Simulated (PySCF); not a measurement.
Atoms are numbered as in `[CH2:1]=[C:2]([CH2:3][CH3:4])[O:5][SiH2:6][OH:7]`. Each H is labelled by its parent atom. Ha(C1) is cis to C3; Hb(C1) is trans to C3.

[PySCF 2.14: PBE0/pcSseg-1 with gauge-including orbitals; geometry: GFN2-xTB; single conformer; rapidly exchanging positions averaged; relativity neglected; isolated molecule]

Task: List the cross peaks expected in HSQC, COSY and HMBC spectra.

Result: 

HSQC (one-bond C–H):
| δH | δC |
| --- | --- |
| 4.44 (Hb(C1)) | 92.8 (C1) |
| 4.43 (Ha(C1)) | 92.8 (C1) |
| 2.12 (H(C3)) | 35.5 (C3) |
| 1.22 (H(C4)) | 16.1 (C4) |

COSY cross peaks (H two or three bonds apart, from the bond graph; peaks can be absent where the dihedral angle is near 90°):
| δH | δH |
| --- | --- |
| 4.44 (Hb(C1)) | 4.43 (Ha(C1)) |
| 2.12 (H(C3)) | 1.22 (H(C4)) |

HMBC (two and three bonds, from the bond graph):
| δH | δC |
| --- | --- |
| 4.85 (H(Si6)) | 169.6 (C2) |
| 4.44 (Hb(C1)) | 169.6 (C2), 35.5 (C3) |
| 4.43 (Ha(C1)) | 169.6 (C2), 35.5 (C3) |
| 2.12 (H(C3)) | 169.6 (C2), 92.8 (C1), 16.1 (C4) |
| 1.22 (H(C4)) | 169.6 (C2), 35.5 (C3) |

Referencing at the same level of theory: $^{1}$H (31.72 ppm), $^{13}$C (186.93 ppm) vs TMS.

Short H···H contacts in this conformer between protons four or more bonds apart (candidates for NOE cross peaks, intensity ∝ r⁻⁶): Ha(C1)···H(C3) 2.41 Å.

Exchangeable OH/NH protons stand at their gas-phase positions; hydrogen bonding in a real sample shifts them, mostly to higher δ. Shifts are as computed. Against solution values, carbons near 30 ppm lie about +3 ppm off and those near 130 ppm about +5 ppm. Of 1211 compounds with measured shifts, 218 miss one by over three times the rms of a fit or turn the order of signals round; such compounds aren't used in these exercises.
